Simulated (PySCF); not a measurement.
Isomers C8H14NP:

A. `C/C(=P\CCC#N)C(C)C`
B. `Cc1pccn1C(C)(C)C`
C. SMILES Cc1cpcn1C(C)(C)C

Spectrum 1. 1H NMR (400 MHz, computed): δ 7.44 (m, 1H), 7.10 (m, 1H), 2.95 (m, 3H), 1.68 (s, 9H). 13C{1H} NMR (computed): δ 172.4 (C), 133.8 (CH), 131.9 (CH), 57.6 (C), 33.3 (CH3), 23.2 (CH3).

Spectrum 2. 1H NMR (400 MHz, computed): δ 8.08 (m, 1H), 7.10 (m, 1H), 2.72 (s, 3H), 1.65 (s, 9H). 13C{1H} NMR (computed): δ 156.3 (CH), 141.4 (C), 139.7 (CH), 57.5 (C), 32.9 (CH3), 22.4 (CH3).

Spectrum 3. 1H NMR (400 MHz, computed): δ 3.17 (m, 1H), 2.43 (m, 2H), 2.36 (m, 3H), 2.14 (m, 2H), 1.19 (d, 6H). 13C{1H} NMR (computed): δ 232.1 (C), 124.9 (C), 46.0 (CH), 32.3 (CH2), 24.4 (CH3), 21.3 (CH3), 15.6 (CH2).

- σ from GIAO-PBE0/pcSseg-1
- coordinates at the GFN2-xTB level
- code: PySCF
- rapidly exchanging positions averaged, no solvent, non-relativistic, one computed conformer

Scale: 1H (σref 31.72), 13C (σref 186.93) against TMS (reference shieldings calculated alike). Splittings of carbon signals by F and P are missing where no couplings were computed. Where no couplings were computed, multiplicities follow the n + 1 count of equivalent neighbours, and m marks all less simple cases (inequivalent or close neighbours, rings, F or P nearby). Shifts are as computed. Against solution values, carbons near 30 ppm lie about +3 ppm off and those near 130 ppm about +5 ppm. Of 1211 compounds with measured shifts, 218 miss one by over three times the rms of a fit or turn the order of signals round; such compounds aren't used in these exercises.

**Question.** Which spectrum belongs to which compound?

**Answer.** 1–B, 2–C, 3–A.

- Spectrum 1 (B): 6 13C signals; δC 133.8 is an aromatic CH; δC 57.6 is a fully substituted sp3 carbon bonded to N.
- Spectrum 2 (C): 6 13C signals; δC 156.3 is an aromatic CH next to a ring nitrogen; δC 139.7 is an aromatic CH.
- Spectrum 3 (A): 7 13C signals; δC 124.9 is a nitrile carbon; δC 46.0 is an sp3 CH.
